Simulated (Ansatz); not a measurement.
Compare A (`[SiH3]O[SiH2][SiH3]`) with its isomer B (`O[SiH2][SiH2][SiH3]`).

Isolated molecules relaxed with PBE0-D4/def2-TZVP in Ansatz; ΔE leaves out vibrations. CCSD(T)/CBS adds triple-zeta CCSD(T) − MP2 to the extrapolated MP2 energy (def2 sets, frozen cores). DFT in def2-TZVPP. B3LYP here is the variant with VWN-RPA as its local correlation; programs differ in this. One conformer a species, not always the lowest.

Question: Which is lower in electronic energy at CCSD(T)/CBS, and by how much? (Estimate.)

Answer: Computed: A, by 96.4 kJ/mol.

Question: Give E(B) − E(A) in kJ/mol with HF/def2-TZVPP, CCSD(T)/def2-SVP, CCSD/def2-TZVPP, MP2/def2-TZVPP, BLYP-D4, B3LYP, LDA (SPW92). (An estimate is asked.)

Answer: Computed: HF/def2-TZVPP 124.9, CCSD(T)/def2-SVP 92.8, CCSD/def2-TZVPP 100.6, MP2/def2-TZVPP 102.4, BLYP-D4 92.6, B3LYP 96.6, LDA (SPW92) 71.5. None reverses the order clearly.

Question: Does the order hold for the free energy at 298.15 K (harmonic terms from PBE0-D4)? (Best estimate.)

Answer: The calculation gave: Yes: G(B) − G(A) = +102.6 kJ/mol, for one conformer each. Modes under 60 cm⁻¹, often nearly free rotors, make the harmonic entropy too high.

Largest T1 diagnostic: 0.013.

From BLYP to BHLYP (50 % exact exchange), in def2-TZVPP and without D4, E(B) − E(A) moves by +19.0 kJ/mol. Leaving LDA and LC-ωPBE aside and taking each functional with its dispersion term where it has one, the values, not all of them listed here, spread over 40.6 kJ/mol, from PBE-D4 to BHLYP-D4. LDA lies +3.3 kJ/mol from PBE without D4.
